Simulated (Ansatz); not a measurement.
Ansatz (a first-principles code) input:

Ansatz 0.2 input:
```yaml
crystal:
  periodic: [false, false, false]
  atoms:
    - {symbol: C, position_ang: [3.71639319, -0.18083908, 0.22940630]}
    - {symbol: C, position_ang: [2.35372750, -0.76725058, 0.19243264]}
    - {symbol: C, position_ang: [1.24729237, 0.25365020, -0.08098737]}
    - {symbol: C, position_ang: [-0.14945728, -0.35899558, -0.08199050]}
    - {symbol: C, position_ang: [-1.25480399, 0.66871786, -0.35037616]}
    - {symbol: C, position_ang: [-2.61931056, 0.05519518, -0.39513685]}
    - {symbol: C, position_ang: [-3.61989091, 0.35042736, 0.42459188]}
    - {symbol: H, position_ang: [3.86414228, 0.85588384, 0.50233549]}
    - {symbol: H, position_ang: [4.59419834, -0.80004221, 0.10624809]}
    - {symbol: H, position_ang: [2.31129759, -1.56746334, -0.55620643]}
    - {symbol: H, position_ang: [2.13448154, -1.26923957, 1.15024740]}
    - {symbol: H, position_ang: [1.43587863, 0.73805738, -1.04427544]}
    - {symbol: H, position_ang: [1.29736621, 1.04507002, 0.67461778]}
    - {symbol: H, position_ang: [-0.34050276, -0.84452452, 0.88011509]}
    - {symbol: H, position_ang: [-0.20022836, -1.14957291, -0.83850828]}
    - {symbol: H, position_ang: [-1.22680251, 1.44878055, 0.41576707]}
    - {symbol: H, position_ang: [-1.04747521, 1.16076031, -1.30818474]}
    - {symbol: H, position_ang: [-2.77215114, -0.70246518, -1.16067686]}
    - {symbol: H, position_ang: [-3.51094290, 1.09700288, 1.20369912]}
    - {symbol: H, position_ang: [-4.58296345, -0.13767928, 0.34718182]}
basis:
  gaussian:
    orbitals: cc-pVDZ
magnetization: {spin_polarized: true, initial_magnetization: 1}
correlation: {method: ccsd_t, electrons: outside_noble_gas}
```

Q: Which total energy does the run end on?

A: -273.68199 Eh (CCSD(T)/cc-pVDZ). The basis has 163 functions.

It need not be the lowest isomer of its formula.
